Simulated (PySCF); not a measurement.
methylcyclobutane (C5H10), SMILES C1(CCC1)C. Atoms are numbered in the order given.

```xyz
15

C      1.9181     0.1454     0.0000
C      0.5067    -0.4146     0.0000
C     -0.4997     0.0653    -1.0811
C     -1.6092     0.0665     0.0000
C     -0.4997     0.0653     1.0811
H      2.4808    -0.1821    -0.8902
H      1.9037     1.2485     0.0000
H      2.4808    -0.1821     0.8902
H      0.5436    -1.5180     0.0000
H     -0.6419    -0.5691    -1.9699
H     -0.2597     1.0873    -1.4184
H     -2.1810    -0.8748     0.0000
H     -2.3224     0.9048     0.0000
H     -0.2597     1.0873     1.4184
H     -0.6419    -0.5691     1.9699
```

Geometry: B3LYP-D3(BJ)/def2-SVP.

Method: B3LYP/pcSseg-1 run with PySCF.

GIAO shieldings, no solvent; atoms listed in one row are averaged. δ = σ(ref) − σ: ¹³C against TMS (σ = 181.3 ppm); ¹H against TMS (σ = 31.68 ppm), references at their B3LYP-D3(BJ)/def2-TZVP geometries, non-relativistic.

Computed chemical shifts:
```json
[
 {"nucleus": "¹³C", "atoms": "C2", "count": "1", "δ (ppm)": "38.0"},
 {"nucleus": "¹³C", "atoms": "C3, C5", "count": "2", "δ (ppm)": "35.7"},
 {"nucleus": "¹³C", "atoms": "C1", "count": "1", "δ (ppm)": "26.6"},
 {"nucleus": "¹³C", "atoms": "C4", "count": "1", "δ (ppm)": "23.1"},
 {"nucleus": "¹H", "atoms": "H9", "count": "1", "δ (ppm)": "2.55"},
 {"nucleus": "¹H", "atoms": "H10, H15", "count": "2", "δ (ppm)": "2.27"},
 {"nucleus": "¹H", "atoms": "H12", "count": "1", "δ (ppm)": "2.10"},
 {"nucleus": "¹H", "atoms": "H13", "count": "1", "δ (ppm)": "1.97"},
 {"nucleus": "¹H", "atoms": "H11, H14", "count": "2", "δ (ppm)": "1.82"},
 {"nucleus": "¹H", "atoms": "H6, H7, H8", "count": "3", "δ (ppm)": "1.37"}
]
```
